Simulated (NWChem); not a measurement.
Species: CoBrCl, quartet; SMILES [Co]([Br])[Cl]

Computed with NWChem. Spin-unrestricted. Medium grid unless said otherwise, to which SCAN and Minnesota functionals are sensitive. The geometry was optimised at PBE0/def2-SVP, spin-unrestricted. This spin state was assumed; another may lie lower. No stability test was run on the SCF state.

Problem. Order these by “lowest empty minus highest occupied level, either spin (eV)”, lowest first: MPW1K/def2-SVP; B3LYP/def2-SVP; LRC-wPBEh/def2-SVP.

Solution. B3LYP/def2-SVP (4.01), MPW1K/def2-SVP (6.07), LRC-wPBEh/def2-SVP (7.51)
